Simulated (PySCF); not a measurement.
Vertical excitations of a molecule GeH7NSi from TDA-PBE/def2-SVPD (PySCF 2.14.0), as energy in eV (oscillator strength): 5.14 (0.018), 5.67 (0.049), 5.93 (0.010), 6.20 (0.174), 6.47 (0.002), 6.81 (0.001), 6.95 (0.112), 7.04 (0.000), 7.05 (0.015), 7.43 (0.002). Lowest triplet (TDA): 4.72 eV. Coordinates come from a PBE0-D3(BJ)/def2-SVP optimisation. One conformer was computed; it need not be the lowest.

**Question.** Identify the compound among the candidates.
A) [SiH3][NH][GeH3]
B) [NH2][GeH2][SiH3]
C) N[SiH2][GeH3]

**Answer.** C, N[SiH2][GeH3]
